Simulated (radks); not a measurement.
Task: These are the eigenvalues of the occupied orbitals of an atom or ion with whole-number occupations (eV). Method: scalar-relativistic Kohn-Sham, r2SCAN, spin-unpolarised, spherical densities, finite nucleus; meta-GGA in the generalised Kohn-Sham scheme; Fermi nuclear charge, rms radius of each element as measured or else 0.836 A^(1/3) + 0.57 fm; computed with a radial shooting solver on a logarithmic mesh with Libxc functionals.

| orbital | eigenvalue |
|---|---|
| 1s | -20918.67 |
| 2s | -3002.021 |
| 2p | -2684.752 |
| 3s | -533.0701 |
| 3p | -427.9328 |
| 3d | -258.3124 |
| 4s | -80.5453 |
| 4p | -51.5175 |
| 4d | -10.5913 |
| 5s | -7.0325 |
| 5p | -2.4960 |

Which element is it, and in what charge state? The configuration may be excited.

Result: Z = 43, technetium, charge 0: Tc in [Kr] 4d4 5s2 5p1. The list shows which subshells hold electrons but not how many an open one holds; the 1s level, -768.75 hartree, gives Z - s = 39.2 by -(Z - s)^2/2, which with screening and relativity narrows Z to a few neighbours, and the depths of the outer levels then fix element, charge and occupations together.
